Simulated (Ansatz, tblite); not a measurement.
Cost and result up the ladder for BMe2Cl (C2H6BCl) (10 atoms). Total charge 0; singlet. Geometry: PBE-D4/def2-SVP.

```csv
atom,x (Å),y (Å),z (Å)
B1,-0.0699,0.4738,0.2433
C2,-0.2291,0.4087,-1.3161
H3,-1.2864,0.1159,-1.5183
H4,0.3963,-0.3840,-1.7759
H5,-0.0611,1.3722,-1.8345
C6,0.2841,-0.7704,1.1309
H7,1.3963,-0.8567,1.1322
H8,-0.0905,-1.7214,0.6992
H9,-0.0308,-0.6845,2.1886
Cl10,-0.3089,2.0463,1.0506
```

Ansatz on 4 threads of Arm Neoverse V2 on a shared host; xTB runs through tblite on one thread. Times are rough, summed over both states, and most runs start from the orbitals of an earlier one. PBE0-D4/def2-TZVP serves as the yardstick here, not as an exact answer. The other state is a doublet.

The xTB rows come from tblite.

Raw xTB energies of ions are shifted by several eV.

| level | functions | wall time |
| --- | --- | --- |
| GFN2-xTB | 27 | 0.006 s |
| GFN1-xTB | 33 | 0.007 s |
| PBE-D4/def2-TZVP | 166 | 2.7 s |
| PBE0-D4/def2-TZVP (with forces) | 166 | 4.3 s |
| r2SCAN-D4/def2-TZVP | 166 | 6 s |

Question: Estimate what each level gives for the vertical IE (eV).

Answer: 
```
                          level  vertical IE (eV)  difference from PBE0-D4/def2-TZVP (eV)
                       GFN2-xTB             14.02                                    3.49
                       GFN1-xTB             15.04                                    4.50
               PBE-D4/def2-TZVP             10.18                                   -0.35
PBE0-D4/def2-TZVP (with forces)             10.53                                    0.00
            r2SCAN-D4/def2-TZVP             10.33                                   -0.20
```
